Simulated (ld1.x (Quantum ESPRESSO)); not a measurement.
## Logarithmic derivatives: C (Z = 6), PAW

| Property | Result |
| --- | --- |
| Element | C (Z = 6) |
| Generator | ld1.x (Quantum ESPRESSO) 7.5 |
| Type | PAW |
| Functional | LDA (PZ) |
| Relativity | scalar-relativistic |
| Frozen core | [He] |
| Valence charge | 4 |
| Reference configuration | 2s2 2p1.5 (charge +0.5) |
| Partial waves | 2s (bound): rcut 0.90, rcutus 1.00 bohr; 2s channel at -0.6 Ry: rcut 0.90, rcutus 1.00 bohr; 2p (bound): rcut 1.45, rcutus 2.05 bohr; 2p channel at -0.05 Ry: rcut 1.45, rcutus 2.05 bohr |
| Local potential | all-electron potential smoothed inside 2.00 bohr (lloc = -1) |
| Core correction | Bessel-smoothed model core, default radius (core density twice the valence density) |
| Augmentation charge | PSQ, inside the norm-conserving radii |

The phase is arctan(r·u′/u) with u = r·R(r), unwrapped; energies in Ry, scanned from -3 to 5 Ry. A pole is an energy at which the radial function vanishes at the test radius. The pseudo phase is shifted by a multiple of π to meet the all-electron one at the reference energy, and phase errors are pseudo minus all-electron; the curves can meet again beyond the range given. Levels narrower than the energy grid can be missing from the lists of poles.

```
channel  radius (bohr)  reference energy (Ry)  poles, all-electron  poles, pseudo  unbroken range about the reference energy with phases within 0.05 rad  phase error 1 Ry above the reference energy (rad)
      s           2.26                  -1.41                -0.77          -0.77                                                        the whole range                                             -0.000
      p           2.26                  -0.80                -0.17          -0.17                                                        the whole range                                             -0.000
```

Phases in the p channel:

```tsv
E (Ry)	all-electron	pseudo
-3.00	1.268	1.268
-2.76	1.248	1.248
-2.52	1.222	1.222
-2.28	1.189	1.189
-2.04	1.143	1.143
-1.80	1.075	1.075
-1.56	0.962	0.962
-1.32	0.736	0.736
-1.08	0.178	0.178
-0.84	-0.762	-0.762
-0.60	-1.266	-1.266
-0.36	-1.477	-1.477
-0.12	-1.592	-1.592
0.12	-1.669	-1.669
0.36	-1.730	-1.730
0.60	-1.786	-1.786
0.84	-1.841	-1.841
1.08	-1.903	-1.903
1.32	-1.979	-1.978
1.56	-2.078	-2.076
1.80	-2.218	-2.215
2.04	-2.434	-2.427
2.28	-2.775	-2.760
2.52	-3.244	-3.220
2.76	-3.695	-3.670
3.00	-4.006	-3.985
3.24	-4.202	-4.184
3.48	-4.328	-4.313
3.72	-4.414	-4.402
3.96	-4.478	-4.466
4.20	-4.526	-4.515
4.44	-4.564	-4.553
4.68	-4.595	-4.584
4.92	-4.621	-4.611
```
